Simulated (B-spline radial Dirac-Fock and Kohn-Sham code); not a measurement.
# Relativistic shifts of the levels of P³⁺

System: P³⁺, configuration [Ne] 3s2.

Both columns are ΔSCF binding energies of the configuration average from a radial finite-basis atomic code: non-relativistic Hartree-Fock with a point nucleus, and Dirac-Fock with a finite nucleus and the Coulomb interaction alone, averaged over the two j levels with weights 2j+1.

```tsv
shell	Hartree-Fock (eV)	Dirac-Fock (eV)	shift (eV)	shift (%)
1s	2192.9	2199.3	+6.42	+0.29
2s	239.4	240.4	+1.01	+0.42
2p	180.9	180.8	-0.02	-0.01
3s	49.69	49.81	+0.12	+0.24
```

Relativity binds 1s, 2s, 3s more strongly, among those listed most of all 2s in relative terms, and 2p more weakly.

Values without a named source are computed, but for edge energies of neutral atoms, which are taken from tables.
